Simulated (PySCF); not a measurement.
A GIAO shielding run with PySCF 2.14.0 with density-fitted response routines (density fitting, non-relativistic, gas phase) on Dimethyl (4-hydroxy)pentyl phosphate (COP(=O)(OC)OCCC[C@H](C)O, C₇H₁₇O₅P):

```
$ OMP_NUM_THREADS=1 python probes_run.py task.json out

{"job": {"kind": "nmr", "xc": "B3LYP", "basis": "pcSseg-1", "pop": false}, "charge": 0, "multiplicity": 1}
C      3.712203    -2.497529     0.709230
O      2.499186    -1.780424     0.854591
P      2.539533    -0.184282     1.004082
O      3.293831     0.395245     2.127523
O      3.077978     0.239071    -0.459097
C      3.740073     1.480388    -0.637535
O      0.985005     0.164052     1.017793
C      0.086249    -0.304727     0.017625
C     -1.313296     0.097109     0.416149
C     -2.355554    -0.364959    -0.588988
C     -3.776397     0.117907    -0.306279
C     -4.344293    -0.407476     1.002492
O     -4.624791    -0.186803    -1.389245
H      4.144308    -2.329624    -0.289966
H      3.478473    -3.562809     0.831493
H      4.440687    -2.195335     1.477832
H      4.406020     1.378858    -1.504896
H      4.326445     1.739398     0.256614
H      3.011813     2.282865    -0.836227
H      0.363203     0.133147    -0.956994
H      0.174727    -1.400333    -0.069932
H     -1.516428    -0.319356     1.415654
H     -1.346196     1.194762     0.522882
H     -2.362385    -1.470984    -0.638548
H     -2.090999    -0.012877    -1.600333
H     -3.758092     1.221236    -0.262799
H     -3.767994    -0.061723     1.873367
H     -4.337356    -1.511442     1.013959
H     -5.383976    -0.070358     1.121354
H     -4.697955    -1.146679    -1.439553
```

Hardware: 1 thread of an Intel Xeon Platinum 8259CL, shared host.

(1) How large is the calculation?

(2) How long does it take, and how much memory does it need?

(3) And these other runs on the same molecule and hardware: GIAO shielding at PBE0/pcSseg-1?

## Answers

(1) 114 electrons, 313 basis functions and 1645 auxiliary functions.

(2) 2.6 min of wall time, with 15 SCF cycles and 4 response iterations; peak memory 1.8 GiB. Times on a shared host scatter by some tens of per cent.

(3) PBE0/pcSseg-1: 313 functions, 2.7 min.
